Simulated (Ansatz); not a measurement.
One change: `C1[SiH2]S1` becomes `C#CC1[SiH2]S1`.

Ansatz, PBE0-D4/def2-TZVP geometries, multiplicity 1. 

```
                                                                                  property  `C1[SiH2]S1`
                                                         LUMO energy (PBE/def2-TZVPP) / eV         -1.22
                                          size of the dipole moment (B3LYP/def2-TZVPP) / D          1.75
                                                        HOMO energy (PBE0/def2-TZVPP) / eV         -6.98
                                                     LUMO energy (ωB97M-V/def2-TZVPP) / eV          1.36
ideal-gas entropy at 298 K and 1 bar (rigid rotor, harmonic PBE0-D4/def2-TZVP) / J/(mol·K)           277
                                                       HOMO–LUMO gap (PBE/def2-TZVPP) / eV          4.57
```

(1) Give the same properties after the change, and the shifts. (Best estimate.)

Results:

(1) Computed: 
```json
{"property": "LUMO energy (PBE/def2-TZVPP) / eV", "`C#CC1[SiH2]S1`": "-1.54", "shift": "-0.32"}
{"property": "size of the dipole moment (B3LYP/def2-TZVPP) / D", "`C#CC1[SiH2]S1`": "1.70", "shift": "-0.05"}
{"property": "HOMO energy (PBE0/def2-TZVPP) / eV", "`C#CC1[SiH2]S1`": "-7.14", "shift": "-0.16"}
{"property": "LUMO energy (ωB97M-V/def2-TZVPP) / eV", "`C#CC1[SiH2]S1`": "1.09", "shift": "-0.27"}
{"property": "ideal-gas entropy at 298 K and 1 bar (rigid rotor, harmonic PBE0-D4/def2-TZVP) / J/(mol·K)", "`C#CC1[SiH2]S1`": "323", "shift": "46"}
{"property": "HOMO–LUMO gap (PBE/def2-TZVPP) / eV", "`C#CC1[SiH2]S1`": "4.46", "shift": "-0.11"}
```

With PBE0 the HOMO falls by 0.16 eV and the LUMO falls by 0.30 eV, so the gap narrows by about 0.14 eV. PBE moves the HOMO by -0.21 eV and ωB97M-V by -0.07 eV. The zero-point energy changes by 24.8 kJ/mol with +6 modes. Dipoles are sizes alone; their direction can turn.

B3LYP here is the variant with VWN-RPA as its local correlation; programs differ in this.
